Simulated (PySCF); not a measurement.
Input of a response calculation (the driver script's job line, then coordinates in Å):

```
{"job": {"kind": "uv", "xc": "CAM-B3LYP", "basis": "def2-SVPD", "nstates": 8, "ntriplets": 3}, "charge": 0, "multiplicity": 1}
Br     2.968708     0.873205    -0.088138
C      1.172387     0.250244    -0.037633
C      0.121342     1.152768     0.003121
C     -1.167656     0.646474     0.039312
C     -1.336173    -0.730734     0.034338
N     -0.326197    -1.582588    -0.005001
C      0.903707    -1.112074    -0.040419
H      0.307741     2.216105     0.006717
H     -2.017833     1.309700     0.070957
H     -2.320482    -1.177403     0.062979
H      1.699880    -1.843028    -0.072198
```

Its output, with some lines taken out ([cut]):

```
coarse grid: 48240 points
cycle   1  E = -2821.3120178727  dE =  3.448e-01  |g| = 3.610e-01  |ddm| = 8.456e+00
cycle   2  E = -2821.3064120336  dE =  5.606e-03  |g| = 4.265e-01  |ddm| = 3.264e+00
cycle   3  E = -2821.3470879293  dE = -4.068e-02  |g| = 6.882e-02  |ddm| = 1.769e+00
cycle   4  E = -2821.3481483700  dE = -1.060e-03  |g| = 2.560e-02  |ddm| = 2.374e-01
cycle   5  E = -2821.3482974547  dE = -1.491e-04  |g| = 8.820e-03  |ddm| = 8.543e-02
cycle   6  E = -2821.3483187597  dE = -2.130e-05  |g| = 1.500e-03  |ddm| = 2.682e-02
cycle   7  E = -2821.3483194701  dE = -7.104e-07  |g| = 7.075e-04  |ddm| = 8.456e-03
final grid: 101600 points
cycle   8  E = -2821.3482981882  dE =  1.649e-08  |g| = 8.686e-04  |ddm| = 8.066e-03
cycle   9  E = -2821.3482980199  dE =  1.682e-07  |g| = 1.190e-03  |ddm| = 5.525e-03
cycle  10  E = -2821.3482983841  dE = -3.641e-07  |g| = 5.862e-05  |ddm| = 3.108e-03
cycle  11  E = -2821.3482983850  dE = -9.459e-10  |g| = 1.985e-05  |ddm| = 2.227e-04
converged SCF energy = -2821.3482983850

[cut]

Singlet excitations
state   eV       nm        f      main configurations
  1   5.0287    246.6   0.00468   H-1->L 0.95
  2   5.3474    231.9   0.00000   H-1->L+1 0.97
  3   5.3797    230.5   0.04911   H->L 0.76, H-2->L+1 0.12
  4   5.7788    214.6   0.00012   H->L+2 0.85
  5   6.0484    205.0   0.14900   H->L+1 0.77, H-2->L 0.13
[cut]
[cut]
  8   6.9815    177.6   0.16553   H-2->L 0.60, H->L+1 0.13

Triplet excitations (Tamm-Dancoff, eV): 4.1557 4.3200 4.4887
```

The calculation used PySCF 2.14.0, density-fitted response routines, TDDFT CAM-B3LYP/def2-SVPD, vertical, gas phase, core orbitals frozen in the response. Geometry: GFN2-xTB; no solvent, vibrations or thermal averaging. The CAM-B3LYP/def2-SVPD calculation is non-relativistic and has no spin–orbit coupling, an omission that weighs most on bromine.

**Question.** What stood in the cut lines?

**Answer.** 
```
Static polarisability (au): isotropic 83.478, principal 52.011 82.567 115.857
  6   6.5890    188.2   0.00078   H-3->L+2 0.63, H-1->L+2 0.24
  7   6.9404    178.6   0.00021   H-3->L 0.83, H-3->L+1 0.13
```

**Question.** What is the gap between the lowest singlet and the lowest triplet?

**Answer.** 5.0287 − 4.1557 = 0.8730 eV (full response against Tamm–Dancoff).

**Question.** What transition dipole goes with state 8?

**Answer.** |μ|² = 3f / (2ΔE) = 3 × 0.1655 / (2 × 0.2566) ≈ 0.968 au, so |μ| = 2.50 D.

**Question.** Give the mean polarisability in Å³.

**Answer.** 83.48 au × 0.148185 = 12.37 Å³.

**Question.** Which species is it?

**Answer.** `BrC1=CC=CN=C1` (C5H4BrN), point group Cs.

The SCF starts on a coarse grid; the energy jumps when the final grid takes over, and dE counts afresh there. H and L stand for HOMO and LUMO.
